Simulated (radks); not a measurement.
Results of a calculation; reference values are marked as such.
The nuclear charge of the magnesium ion Mg2+ is varied continuously with 10 electrons held in [Ne]. Code: a radial shooting solver on a logarithmic mesh with Libxc functionals. Model: scalar-relativistic Kohn-Sham, PBE, spin-polarised, spherical densities, point nucleus. By the Hellmann-Feynman theorem dE/dZ = E(electron-nucleus)/Z, the electronic potential at the nucleus. The scalar-relativistic energy here is not variational (the density holds large components alone), so the two differ by a part that grows with Z.

Z      E (hartree)  E(electron-nucleus)/Z (hartree)  HOMO  e(HOMO) (eV)  <r> HOMO (bohr)
11.5    -180.31025                         -37.2331    2p       -50.636           0.7379
11.75   -189.74618                         -38.2450    2p       -58.449           0.7097
12      -199.43515                         -39.2566    2p       -66.705           0.6837
12.25   -209.37713                         -40.2683    2p       -75.404           0.6597
12.5    -219.57212                         -41.2799    2p       -84.544           0.6375
12.75   -230.02014                         -42.2915    2p       -94.122           0.6167
13      -240.72122                         -43.3033    2p       -104.14           0.5974

The central difference of E at Z = 12 is -39.262 hartree, to compare with the third column; the second derivative is -4.05 hartree.
